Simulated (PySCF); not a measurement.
Assigning NMR signals

Molfile (atoms numbered from 1):
```
C8H11PSi
     RDKit          3D

 21 21  0  0  0  0  0  0  0  0999 V2000
   -3.2106    0.8705    0.6498 C   0  0  0  0  0  0  0  0  0  0  0  0
   -1.9421    0.2044    0.2121 C   0  0  0  0  0  0  0  0  0  0  0  0
   -1.0687    0.8456   -0.6592 C   0  0  0  0  0  0  0  0  0  0  0  0
    0.1001    0.2347   -1.0685 C   0  0  0  0  0  0  0  0  0  0  0  0
    0.4261   -1.0367   -0.6087 C   0  0  0  0  0  0  0  0  0  0  0  0
    1.9676   -1.8696   -1.1405 P   0  0  0  0  0  0  0  0  0  0  0  0
    3.1498   -0.8321   -0.5622 C   0  0  0  0  0  0  0  0  0  0  0  0
    3.0435    0.7297    0.4808 Si  0  0  0  0  0  4  0  0  0  0  0  0
   -0.4610   -1.6966    0.2343 C   0  0  0  0  0  0  0  0  0  0  0  0
   -1.6244   -1.0762    0.6480 C   0  0  0  0  0  0  0  0  0  0  0  0
   -3.0829    1.9493    0.7026 H   0  0  0  0  0  0  0  0  0  0  0  0
   -3.5258    0.5036    1.6239 H   0  0  0  0  0  0  0  0  0  0  0  0
   -4.0073    0.6605   -0.0646 H   0  0  0  0  0  0  0  0  0  0  0  0
   -1.3078    1.8371   -1.0176 H   0  0  0  0  0  0  0  0  0  0  0  0
    0.7697    0.7435   -1.7480 H   0  0  0  0  0  0  0  0  0  0  0  0
    4.1562   -1.1634   -0.7998 H   0  0  0  0  0  0  0  0  0  0  0  0
    1.8930    0.6849    1.3844 H   0  0  0  0  0  0  0  0  0  0  0  0
    4.2844    0.8030    1.2582 H   0  0  0  0  0  0  0  0  0  0  0  0
    2.9527    1.9110   -0.3845 H   0  0  0  0  0  0  0  0  0  0  0  0
   -0.2254   -2.6938    0.5809 H   0  0  0  0  0  0  0  0  0  0  0  0
   -2.2960   -1.5926    1.3197 H   0  0  0  0  0  0  0  0  0  0  0  0
  1  2  1  0
  2  3  1  0
  3  4  2  0
  4  5  1  0
  5  6  1  0
  6  7  2  0
  7  8  1  0
  5  9  2  0
  9 10  1  0
 10  2  2  0
  1 11  1  0
  1 12  1  0
  1 13  1  0
  3 14  1  0
  4 15  1  0
  7 16  1  0
  8 17  1  0
  8 18  1  0
  8 19  1  0
  9 20  1  0
 10 21  1  0
M  END
```

[PySCF 2.14.0 with density-fitted response routines: geometry: GFN2-xTB; shieldings: GIAO PBE0/pcSseg-1; one averaged value for each set of equivalent atoms; single conformer; gas phase; relativity neglected]

Referencing at the same level of theory: TMS for ¹³C (186.93 ppm) and ¹H (31.72 ppm).

(1) Assign these signals to the numbered atoms. ¹³C{¹H} NMR (computed): δ 198.2, 152.5, 145.2, 136.0, 134.4, 24.2.

(2) Assign these signals to the numbered atoms. ¹H NMR (600 MHz, computed): δ 9.69 (m, 1H), 7.60 (m, 2H), 7.56 (m, 2H), 3.92 (m, 3H), 2.55 (s, 3H).

Results:

(1) 
| δ (ppm) | atoms | environment | reason |
| --- | --- | --- | --- |
| 198.2 | C7 | carbon double-bonded to a heavier main-group atom | – |
| 152.5 | C5 | substituted aromatic carbon | – |
| 145.2 | C2 | substituted aromatic carbon | – |
| 136.0 | C4/C9 | aromatic CH | the aromatic region |
| 134.4 | C3/C10 | aromatic CH | – |
| 24.2 | C1 | methyl carbon on an aromatic ring | saturated and bonded to C and H only |

C4/C9 and C3/C10 lie closer than the usual error of such a calculation, so a measured spectrum could show them in the other order.

(2) 
```tsv
δ (ppm)	atoms	environment	reason
9.69	H16	hydrogen on a carbon double-bonded to a heavier main-group atom	–
7.60	H15/H20	hydrogen on an aromatic CH	aromatic region
7.56	H14/H21	hydrogen on an aromatic CH	–
3.92	H17/H18/H19	hydrogen on a silicon bonded to C	–
2.55	H11/H12/H13	hydrogen on a methyl carbon on an aromatic ring	benzylic-type position, deshielded by the ring
```

H15/H20 and H14/H21 lie closer than the usual error of such a calculation, so a measured spectrum could show them in the other order.

Splittings by ³¹P in the carbon and heteronuclear signals aren't shown, as no couplings were computed. Shifts are as computed. Against solution values, carbons near 30 ppm lie about +3 ppm off and those near 130 ppm about +5 ppm. Of 1211 compounds with measured shifts, 218 miss one by over three times the rms of a fit or turn the order of signals round; such compounds aren't used in these exercises. Multiplicities follow the n + 1 count of equivalent neighbours, as no J values were calculated; m marks all less simple cases, F and P coupling included.
